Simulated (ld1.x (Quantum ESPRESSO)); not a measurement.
**Ranking TM potentials for gallium (Ga)**

All share these settings but for the change named:

gallium, norm-conserving Troullier–Martins (Kleinman–Bylander form), made with ld1.x (Quantum ESPRESSO) 7.5 (LDA (PZ), scalar-relativistic). Core [Ar] 3d10, reference 4s2 4p1. Waves: 4p (bound): rc 2.35 bohr; 4s (bound): rc 1.65 bohr. Local part: the s channel. Core correction: Bessel-smoothed model core inside 0.95 bohr.

Cutoff: the first of the cutoffs (Ry, on a coarse ladder) from which the occupation-weighted sum of valence levels, in a spherical-Bessel basis at the reference potential, stays within 10 and 1 mRy of its value at 400 Ry; the density cutoff is not measured.

The base gives 15 Ry.

Of 7 variants that were run, those that failed, showed a ghost or another fault, or gave nearly equal values are left out.

A variant can come out equal or close to the base.

Task: Rank these variants from softest to hardest (loose cutoff).
A. wave 4s (bound): rc 1.65 bohr becomes 4s (bound): rc 1.62 bohr
B. wave 4s (bound): rc 1.65 bohr becomes 4s (bound): rc 2.52 bohr
C. wave 4s (bound): rc 1.65 bohr becomes 4s (bound): rc 2.26 bohr

Result: B (10 Ry), C (12 Ry), A (15 Ry).
